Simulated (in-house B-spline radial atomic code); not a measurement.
Cd is squeezed into an impenetrable sphere of radius R (the orbitals vanish at R). Method: scalar-relativistic (X2C) Hartree-Fock, spin-polarised, averaged over the determinants with the given up and down occupations, Fermi nucleus of rms radius 4.6087 fm. Calculated with a B-spline radial code for spherical atoms.

Energies in eV above the free atom in [Kr] 4d10 5s2:

| R (bohr) | highest level (eV) | [Kr] 4d10 5s2 | [Ar] 3d10 4s2 4p5 4d10 5s2 5d1 | [Kr] 4d10 5s1 5p1 |
| --- | --- | --- | --- | --- |
| 9.76 | -7.63 | 0.01279 | 79.9 | 2.613 |
| 6.35 | -7.07 | 0.6442 | 84.05 | 3.779 |
| 4.66 | -4.68 | 4.429 | 94.48 | 8.926 |
| 4.36 | -3.59 | 6.4 | 98.85 | 11.39 |
| 3.63 | 1.6 | 16.93 | 118.9 | 23.87 |
| 3.26 | 7.05 | 29.42 | 139.9 | 38.05 |
| 2.73 | 23.2 | 71.92 | 203.7 | 84.52 |
| 2.39 | 45.3 | 138.8 | 295.5 | 155.4 |
| 2 | 98.9 | 328.2 | 536.8 | 351.4 |
| 1.3 | 487 | 2263 | 2752 | 2300 |

(1) Does [Ar] 3d10 4s2 4p5 4d10 5s2 5d1 fall below [Kr] 4d10 5s2 under compression?

(2) Does [Kr] 4d10 5s1 5p1 fall below [Kr] 4d10 5s2 under compression?

The highest level is first positive in the row R = 3.63 bohr, pushed up by confinement above the zero of the free ion's potential. Each configuration is held fixed and needn't be the lowest in the sphere.

## Answers

(1) No, it stays above over the whole range.

(2) No, it stays above over the whole range.
